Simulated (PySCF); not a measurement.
(3S)-1,3-dimethylcyclobutene (C6H10), SMILES CC1=C[C@@H](C)C1.

Geometry optimised at PBE0-D3(BJ)/def2-SVP.

The numbers are results of PySCF with B3LYP/def2-TZVP, not measurements.

Isolated molecule, no solvent.

```json
{
  "total_energy": "-234.70057 hartree",
  "highest_occupied_level": "-6.54 eV",
  "lowest_empty_level": "0.35 eV",
  "orbital_gap": "6.88 eV",
  "dipole_moment": "0.36 D",
  "quadrupole, principal values (traceless, Buckingham form, about the centre of nuclear charge)": "-1.74, 0.40, 1.35 D·Å",
  "mean_static_polarisability": "71.8 bohr³ (10.64 Å³)",
  "polarisability_principal_values": "57.7, 70.1, 87.6 bohr³"
}
```
